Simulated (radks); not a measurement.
The numbers below are computed, except where a source is named.
The xenon ion Xe45+, 9 electrons, occupied as [He] 2s2 2p5 (the NIST ground configuration). Code: a radial shooting solver on a logarithmic mesh with Libxc functionals. Model: scalar-relativistic Kohn-Sham, BLYP, spin-polarised, spherical densities, finite nucleus; open shells are filled with parallel spins first (spin-orbit coupling, left out, can overturn this in heavy ions); Fermi nuclear charge, rms radius 4.7859 fm.

Unscreened Slater integrals over Kohn-Sham orbitals (hartree). They are taken over the spin-up orbitals.

\begin{tabular}{lr}
integral & value \\ \hline
F0(2p,2p) & 9.3692 \\
F2(2p,2p) & 4.4635 \\
F0(2p,2s) & 8.5856 \\
G1(2p,2s) & 4.8571 \\
F0(2p,1s) & 12.708 \\
G1(2p,1s) & 2.4471 \\
F0(2s,2s) & 8.0943 \\
F0(2s,1s) & 11.396 \\
G0(2s,1s) & 1.1483 \\
F0(1s,1s) & 35.470 \\
\end{tabular}

Derived for the open shells (J is the average intra-shell exchange parameter used in DFT+U). 2p: J = F2/5 = 0.8927 hartree.
